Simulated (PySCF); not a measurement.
C4H9 (SMILES C[CH-]CC), charge -1, singlet, at a GFN2-xTB geometry; R2SCAN/STO-3G run with PySCF.

Input for PySCF:
```python
from pyscf import gto, scf, dft

mol = gto.Mole()
mol.atom = '''
    C     0.706625    1.789509   -0.028220
    C     0.786026    0.265653   -0.085826
    C    -0.641726   -0.277369   -0.008265
    C    -0.668825   -1.805094   -0.006838
    H     1.710783    2.230725    0.024125
    H    -1.691251   -2.202591   -0.006651
    H     0.125753    2.232344    0.830332
    H     0.229219    2.184623   -0.937640
    H    -0.154785   -2.187592    0.875554
    H    -0.148255   -2.183755   -0.885516
    H     1.289105   -0.050233    0.880233
    H    -1.206800    0.074736   -0.888826
    H    -1.246369    0.065548    0.883281
'''
mol.basis = 'sto-3g'
mol.charge = -1
mol.spin = 0
mol.verbose = 4
mol.build()

mf = dft.RKS(mol)
mf.xc = 'r2scan'
mf.DIIS = scf.EDIIS
mf.kernel()
```

**Question.** Predict the main parts of the log of this PySCF run.

**Answer.** 
```
PySCF version 2.14.0

[INPUT] verbose = 4
[INPUT] num. atoms = 13
[INPUT] num. electrons = 34
[INPUT] charge = -1
[INPUT] spin (= nelec alpha-beta = 2S) = 0
[INPUT] symmetry False subgroup None
[INPUT] Mole.unit = angstrom
[INPUT] Symbol           X                Y                Z      unit          X                Y                Z       unit  Magmom
[...]
nuclear repulsion = 122.000894649192
number of shells = 21
number of NR pGTOs = 87
number of NR cGTOs = 29
basis = sto-3g
ecp = {}

******** <class 'pyscf.dft.rks.RKS'> ********
method = RKS
initial guess = minao
damping factor = 0
level_shift factor = 0
DIIS = <class 'pyscf.scf.diis.EDIIS'>
diis_start_cycle = 1
diis_space = 8
diis_damp = 0
SCF conv_tol = 1e-09
SCF conv_tol_grad = None
SCF max_cycles = 50
direct_scf = True
direct_scf_tol = 1e-13
XC library pyscf.dft.libxc version 7.1.2
    S. Lehtola, C. Steigemann, M. J. T. Oliveira, and M. A. L. Marques,  SoftwareX 7, 1–5 (2018)
XC functionals = r2scan
    J. W. Furness, A. D. Kaplan, J. Ning, J. P. Perdew, and J. Sun,  J. Phys. Chem. Lett. 11, 8208–8215 (2020)
    J. W. Furness, A. D. Kaplan, J. Ning, J. P. Perdew, and J. Sun,  J. Phys. Chem. Lett. 11, 9248–9248 (2020)
    J. W. Furness, A. D. Kaplan, J. Ning, J. P. Perdew, and J. Sun,  J. Phys. Chem. Lett. 11, 8208–8215 (2020)
    J. W. Furness, A. D. Kaplan, J. Ning, J. P. Perdew, and J. Sun,  J. Phys. Chem. Lett. 11, 9248–9248 (2020)
radial grids:
    Treutler-Ahlrichs [JCP 102, 346 (1995); DOI:10.1063/1.469408] (M4) radial grids

becke partition: Becke, JCP 88, 2547 (1988); DOI:10.1063/1.454033
pruning grids: <function nwchem_prune>
grids dens level: 3
symmetrized grids: False
atomic radii adjust function: <function treutler_atomic_radii_adjust>
small_rho_cutoff = 0
Set gradient conv threshold to 3.16228e-05
Initial guess from minao.
tot grids = 144744
init E= -155.68209731412
[...]
cycle= 1 E= -155.533534909965  delta_E= 0.149  |g|= 0.515  |ddm|= 4.21
[...]
cycle= 2 E= -155.522246009601  delta_E= 0.0113  |g|= 0.537  |ddm|= 1.91
[...]
cycle= 3 E= -155.630025173378  delta_E= -0.108  |g|= 0.0643  |ddm|= 1.16
[...]
cycle= 4 E= -155.630025173461  delta_E= -8.3e-11  |g|= 0.0643  |ddm|= 6.85e-09
[...]
cycle= 5 E= -155.630025173373  delta_E= 8.81e-11  |g|= 0.0643  |ddm|= 7.25e-09
[...]
cycle= 6 E= -155.630025173405  delta_E= -3.21e-11  |g|= 0.0643  |ddm|= 2.57e-09
[...]
cycle= 7 E= -155.630025174225  delta_E= -8.2e-10  |g|= 0.0643  |ddm|= 6.7e-08
[...]
[...]
[...]
cycle= 23 E= -155.631446596426  delta_E= -1.98e-08  |g|= 0.00652  |ddm|= 7.59e-06
[...]
cycle= 24 E= -155.631446596459  delta_E= -3.31e-11  |g|= 0.00652  |ddm|= 1.19e-08
[...]
cycle= 25 E= -155.631446596415  delta_E= 4.37e-11  |g|= 0.00652  |ddm|= 1.59e-08
[...]
cycle= 26 E= -155.631446596424  delta_E= -8.36e-12  |g|= 0.00652  |ddm|= 3.82e-09
[...]
cycle= 27 E= -155.631409726447  delta_E= 3.69e-05  |g|= 0.0124  |ddm|= 0.022
[...]
cycle= 28 E= -155.631434324547  delta_E= -2.46e-05  |g|= 0.0084  |ddm|= 0.0281
[...]
cycle= 29 E= -155.631459381457  delta_E= -2.51e-05  |g|= 0.00161  |ddm|= 0.0159
[...]
cycle= 30 E= -155.631459381488  delta_E= -3.01e-11  |g|= 0.00161  |ddm|= 3.95e-08
[...]
cycle= 31 E= -155.631459381133  delta_E= 3.55e-10  |g|= 0.00161  |ddm|= 5.96e-07
[...]
cycle= 32 E= -155.631459381153  delta_E= -2.05e-11  |g|= 0.00161  |ddm|= 1.17e-07
[...]
cycle= 33 E= -155.631459381123  delta_E= 3e-11  |g|= 0.00161  |ddm|= 8.73e-08
[...]
cycle= 34 E= -155.631459381148  delta_E= -2.51e-11  |g|= 0.00161  |ddm|= 6.82e-08
[...]
cycle= 35 E= -155.631455240214  delta_E= 4.14e-06  |g|= 0.004  |ddm|= 0.00382
[...]
cycle= 36 E= -155.631457509077  delta_E= -2.27e-06  |g|= 0.00273  |ddm|= 0.00715
[...]
cycle= 37 E= -155.631459173645  delta_E= -1.66e-06  |g|= 0.0017  |ddm|= 0.00678
[...]
cycle= 38 E= -155.631460056175  delta_E= -8.83e-07  |g|= 0.000611  |ddm|= 0.00223
[...]
cycle= 39 E= -155.631460032603  delta_E= 2.36e-08  |g|= 0.000668  |ddm|= 0.000112
[...]
cycle= 40 E= -155.631460026054  delta_E= 6.55e-09  |g|= 0.000678  |ddm|= 0.000105
[...]
cycle= 41 E= -155.631460017611  delta_E= 8.44e-09  |g|= 0.000701  |ddm|= 5.86e-05
[...]
cycle= 42 E= -155.631460012791  delta_E= 4.82e-09  |g|= 0.000714  |ddm|= 4.33e-05
[...]
cycle= 43 E= -155.631460026046  delta_E= -1.33e-08  |g|= 0.000679  |ddm|= 9.9e-05
[...]
cycle= 44 E= -155.631459713792  delta_E= 3.12e-07  |g|= 0.00123  |ddm|= 0.00247
[...]
cycle= 45 E= -155.631460013416  delta_E= -3e-07  |g|= 0.000658  |ddm|= 0.00216
[...]
cycle= 46 E= -155.631460164278  delta_E= -1.51e-07  |g|= 0.000164  |ddm|= 0.00105
[...]
cycle= 47 E= -155.631460163879  delta_E= 3.98e-10  |g|= 0.000169  |ddm|= 3.23e-05
[...]
cycle= 48 E= -155.631460162183  delta_E= 1.7e-09  |g|= 0.000185  |ddm|= 4.08e-05
[...]
cycle= 49 E= -155.631460159137  delta_E= 3.05e-09  |g|= 0.000211  |ddm|= 5.06e-05
[...]
cycle= 50 E= -155.631460168066  delta_E= -8.93e-09  |g|= 0.000123  |ddm|= 0.000437
SCF not converged.
SCF energy = -155.631460168066
```

The run did not converge; its last values are not results.
